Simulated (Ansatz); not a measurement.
Stepwise reaction of `FB(F)[Si](Cl)(Cl)Cl` with hydrogen, as a gas-phase model of exchange steps in deposition or etching. ΔE in kJ/mol.

Calculated with Ansatz (gas phase, PBE0-D4/def2-TZVP geometries, no zero-point term in ΔE). CCSD(T)/CBS adds triple-zeta CCSD(T) − MP2 to the extrapolated MP2 energy (def2 sets, frozen cores). This one scheme is used for every species. Functionals use def2-TZVPP. B3LYP here is the variant with VWN-RPA as its local correlation; programs differ in this. Each species was taken in one conformer, which may not be the lowest.

```csv
step,reaction,PBE-D4,B3LYP-D4,ωB97M-V,CCSD(T)/CBS
1,`FB(F)[Si](Cl)(Cl)Cl` + H₂ → `FB[Si](Cl)(Cl)Cl` + H–F,140.5,142.9,143.1,134.7
2,`FB[Si](Cl)(Cl)Cl` + H₂ → `B[Si](Cl)(Cl)Cl` + H–F,124.1,123.7,121.5,112.8
```

Question: By hand: ΔE of the 2 steps together at CCSD(T)/CBS.

Answer: (134.7) + (112.8) = 247.5 kJ/mol, or 123.8 kJ/mol a step.

In ΔE each step is lower than the one before. All are uphill at CCSD(T)/CBS. PBE-D4 differs from CCSD(T)/CBS by 5.8 to 11.3 kJ/mol a step. Isolated molecules leave out the surface, adducts and barriers. Largest T1 diagnostic: 0.012.
